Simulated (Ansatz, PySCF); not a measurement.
Process, species as SMILES: CC (C2H6) -> 2 [CH3] (CH3) (the C-C bond at the site shown breaks; other sites are not compared here)
Geometries: B3LYP-D3(BJ)/def2-TZVP minima from Ansatz (a first-principles code).
Geometry of the first species:
```xyz
8

C      0.0020    -0.0069     0.7631
C     -0.0020     0.0069    -0.7631
H      0.0089     1.0066     1.1692
H     -0.8808    -0.5139     1.1578
H      0.8809    -0.5241     1.1531
H     -0.0089    -1.0066    -1.1692
H     -0.8809     0.5241    -1.1531
H      0.8808     0.5139    -1.1578
```
Charge 0, spin multiplicity 1.

Quantity: bond dissociation energy (enthalpy at 298 K, with B3LYP-D3(BJ) rigid-rotor harmonic-oscillator terms from PySCF), in kJ/mol. Valence correlation only, unless marked. UHF or UKS for open shells. No spin-orbit coupling. No relativistic terms. Basis-set limits of correlation are two-point, X^-3; Hartree-Fock from the larger set. The bracket is a focal-point correction in the basis named.

RI-MP2/CBS(def2-TZVPPD,def2-QZVPPD)+[CCSD(T)-MP2]/def2-TZVPPD (Ansatz) gives 377.1 kJ/mol.

### Question
Another calculation gave 344.7 kJ/mol. Which level was it?
A) SVWN5/def2-TZVPD (Ansatz)
B) MN15/def2-TZVPD (PySCF)
C) CAM-B3LYP/def2-TZVPD (Ansatz)
D) BHLYP/def2-TZVPD (Ansatz)

### Answer
D, BHLYP/def2-TZVPD (Ansatz). The others give 377.6 (MN15), 363.1 (CAM-B3LYP), 454.9 (SVWN5) kJ/mol.
